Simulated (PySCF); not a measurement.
NMR data simulated for an unnamed compound:

¹H NMR (600 MHz, computed): δ 7.26 (t, 1H), 5.79 (t, 1H), 4.60 (d, 2H), 3.23 (m, 2H), 2.92 (m, 2H).

¹³C{¹H} NMR (computed): δ 168.5 (CH), 149.2 (C), 71.9 (CH), 37.7 (CH2), 36.8 (CH2).

Calculated, not measured (PySCF 2.14.0 with density-fitted response routines): σ from GIAO-PBE0/pcSseg-1, GFN2-xTB structure. One averaged value for each set of equivalent atoms, one computed conformer, no solvent, non-relativistic.

Chemical shifts δ = σref − σ; ¹H (σ = 31.72 ppm), ¹³C (σ = 186.93 ppm) vs TMS, all at this level.

Task: Which of these does the molecule contain: a tert-butyl group, a benzene ring, a Si–H bond, an amide, a non-aromatic C=C double bond?

Result: 
- A tert-butyl group: no.
- A benzene ring: no.
- A Si–H bond: yes (δH 4.60 (d)).
- An amide: no.
- A non-aromatic C=C double bond: yes.

The data belong to SMILES ClC(Cl)[SiH2]C1=CCC1, C₅H₈Cl₂Si; they needn't prove each group on their own.

Carbon signals by region: 1 in the far downfield region (above 160 ppm), 1 in the sp2 and nitrile region (100–160 ppm), 1 at 50–100 ppm, 2 below 50 ppm. Above 160 ppm: 168.5, alkene CH.

Carbons that carry Cl, above all several Cl atoms, come out too deshielded, partly because spin–orbit coupling is missing. Shifts are as computed. Against solution values, carbons near 30 ppm lie about +3 ppm off and those near 130 ppm about +5 ppm; carbons on Cl a further +6 ppm. Of 1211 compounds with measured shifts, 218 miss one by over three times the rms of a fit or turn the order of signals round; such compounds aren't used in these exercises. No couplings were computed; multiplicities are counted from neighbouring protons, with m where these are inequivalent, close in shift, in a saturated or five-membered ring or joined by F or P, and br s for small geminal =CH2 splittings.
